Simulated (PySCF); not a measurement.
## N⁺ (nitrogen, charge +1) across methods

[He] 2s1 2p2 3d1, one real determinant (an excited configuration). All numbers are calculated (PySCF 2.14, scalar relativity by spin-free X2C-1e, in aug-cc-pCVTZ-DK).

| method | E (hartree) | mean ε 2s α (eV) | mean ε 2p α (eV) | mean ε 3d α (eV) | Σ⟨r²⟩ (bohr²) | ⟨S²⟩ |
| --- | --- | --- | --- | --- | --- | --- |
| LDA | -52.4748 | -41.602 | -30.304 | -2.704 | 15.63 | 6.000 |
| revPBE | -52.9507 | -41.901 | -30.394 | -2.952 | 15.72 | 6.000 |
| UHF | -52.82522 | -53.521 | -39.925 | -4.618 | 15.74 | 6.000 |
| r2SCAN | -52.9407 | -43.145 | -31.312 | -2.767 | 15.75 | 6.000 |
| BP86 | -52.9471 | -41.932 | -30.442 | -3.010 | 15.67 | 6.000 |
| TPSS | -52.9609 | -42.359 | -30.634 | -2.862 | 15.71 | 6.000 |
| r2SCAN0 | -52.9353 | -45.764 | -33.525 | -3.274 | 15.72 | 6.000 |
| PBE0 | -52.8987 | -44.888 | -32.898 | -3.398 | 15.69 | 6.000 |
| PBE | -52.8923 | -41.873 | -30.416 | -2.891 | 15.69 | 6.000 |

⟨L²⟩ = 7.99 against 12 for a pure F term, so this real determinant mixes terms. The outer electron is Rydberg-like, and this basis confines it to a smaller radius and binds it less than a complete one would.
